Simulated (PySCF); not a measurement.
Which enantiomer?

Method: TDDFT wB97X-D/def2-SVPD circular dichroism and optical rotation, one conformer, gas phase in PySCF. Geometry: GFN2-xTB.

Values for one enantiomer of C7H11F, R in 10⁻⁴⁰ esu² cm² (velocity form):
| λ (nm) | f | R |
| --- | --- | --- |
| 157 | 0.006 | -9.2 |
| 150 | 0.001 | +0.6 |
| 147 | 0.010 | +30.4 |
| 146 | 0.025 | -1.5 |
| 143 | 0.012 | -4.5 |
| 142 | 0.011 | -13.9 |
| 141 | 0.032 | -29.4 |
| 141 | 0.011 | -6.9 |
| 139 | 0.007 | +11.2 |
| 137 | 0.006 | +11.3 |
| 135 | 0.0007 | -3.9 |
| 134 | 0.006 | -23.1 |

[α] at 589.3 nm: +32 deg dm⁻¹ (g/mL)⁻¹ (origin-invariant length gauge).

(1) Which structure gives these signs?
A. C[C@H]1[C@H](F)[C@H]2CC[C@@H]12
B. C[C@@H]1[C@@H](F)[C@@H]2CC[C@H]12

Results:

(1) B. Its CIP labels in SMILES order are S, R, R, R; the other enantiomer gives every sign reversed.

Geometry of C[C@@H]1[C@@H](F)[C@@H]2CC[C@H]12 as run:
```xyz
19

C     1.748    0.995    0.652
C     1.072   -0.341    0.405
C     0.702   -0.694   -1.047
F     1.406   -1.760   -1.557
C    -0.731   -1.031   -0.613
C    -1.719    0.128   -0.789
C    -1.361    0.640    0.618
C    -0.403   -0.546    0.815
H     1.754    1.220    1.716
H     1.236    1.799    0.129
H     2.775    0.961    0.298
H     1.686   -1.143    0.823
H     0.797    0.115   -1.779
H    -1.062   -2.038   -0.849
H    -2.752   -0.198   -0.883
H    -1.489    0.805   -1.611
H    -2.199    0.628    1.311
H    -0.899    1.623    0.653
H    -0.571   -1.154    1.700
```
